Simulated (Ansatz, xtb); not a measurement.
# Two isomers of C3H2F4S

Structure I is `F[C@@H]1S[C@@H]1C(F)(F)F`, a singlet and structure II is `FC(F)(F)[C@]1(F)CS1`, a singlet. Both are isolated molecules in the gas phase, relaxed with PBE0-D3(BJ)/def2-SVP.

Task: Which of the two would you expect CCSD(T)/def2-SVP + ΔMP2/def2-TZVPP electronic energies to favour?

Result: Too close to call at this level: CCSD(T)/def2-SVP + ΔMP2/def2-TZVPP gives E(II) − E(I) = −0.028 eV.

Level by level:

```
                             level              geometry  E(II) − E(I) (eV)  departure from the last row (eV)  job, with rough time for the two
                          GFN2-xTB              GFN2-xTB              +0.071                            +0.099              optimisation, 0.19 s
                         HF/STO-3G              GFN2-xTB              +0.019                            +0.047              single point, 0.76 s
                r2SCAN-D4/def2-SVP              GFN2-xTB              −0.007                            +0.021               single point, 4.5 s
              PBE0-D3(BJ)/def2-SVP  PBE0-D3(BJ)/def2-SVP              +0.002                            +0.030                optimisation, 44 s
                       HF/def2-SVP  PBE0-D3(BJ)/def2-SVP              +0.003                            +0.031           part of the CCSD(T) run
                      MP2/def2-SVP  PBE0-D3(BJ)/def2-SVP              −0.014                            +0.014           part of the CCSD(T) run
                  CCSD(T)/def2-SVP  PBE0-D3(BJ)/def2-SVP              −0.017                            +0.011                      single point
CCSD(T)/def2-SVP + ΔMP2/def2-TZVPP  PBE0-D3(BJ)/def2-SVP              −0.028                                                  single point, 96 s
```

As drawn, both hold the same kinds of bond in the same numbers.

The largest departure from CCSD(T)/def2-SVP + ΔMP2/def2-TZVPP is that of GFN2-xTB, 0.099 eV. The last row adds to CCSD(T) the change of the MP2 difference between the two basis sets, here −0.011 eV.

With thermal terms from frequencies at re-optimised GFN2-xTB minima (ideal gas, soft modes damped towards free rotors, one conformer each, 298.15 K, 1 atm): the zero-point term adds −0.008 eV; ΔH is −0.034 and ΔG −0.031 eV.

The correlated steps freeze 12 core orbitals. Run with Ansatz 0.2.0, xtb 6.7.1; the last row on 2 threads of Intel(R) Xeon(R) Processor @ 2.70GHz on a shared host.
